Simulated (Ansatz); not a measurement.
BGeH9Si2 (`B[SiH2][GeH2][SiH3]`) from Hartree–Fock to CCSD(T)

```xyz
13

B    -0.7023    0.8907   -1.9906
Si   -1.4116   -0.6225   -0.9230
Ge    0.5017   -1.1388    0.4377
Si    1.1360    0.7385    1.7534
H    -0.7359    2.0066   -1.5625
H    -0.1212    0.7017   -3.0179
H    -2.5155   -0.2788    0.0146
H    -1.7776   -1.8452   -1.6883
H     1.6795   -1.5671   -0.4581
H     0.1501   -2.3318    1.3479
H    -0.0232    1.1993    2.5621
H     2.2585    0.4014    2.6684
H     1.5615    1.8460    0.8564
```

Total charge 0; spin multiplicity 1. Correlated methods include outer-core shells of Ge, which these sets cover unevenly. Scalar relativity is left out up to krypton. All single points use the PBE0-D4/def2-TZVP geometry. It is one conformer, not always the lowest. Frozen core, restricted reference, Ansatz 0.2.0.

```tsv
basis	HF (Eh)	MP2 corr.	CCSD corr.	(T)	CCSD(T) total
def2-SVP	?	-0.52315	-0.59187	?	?
def2-TZVPP	?	-0.62048	-0.69039	-0.02449	?
def2-QZVPP	?	-0.90927	–	–	–
```

Problem. Fill in the withheld values. (Best estimate.)

Solution. The calculation gave: def2-SVP HF (Eh): -2682.65253; def2-SVP (T): -0.01675; def2-SVP CCSD(T) total: -2683.26115; def2-TZVPP HF (Eh): -2683.15030; def2-TZVPP CCSD(T) total: -2683.86518; def2-QZVPP HF (Eh): -2683.21120.
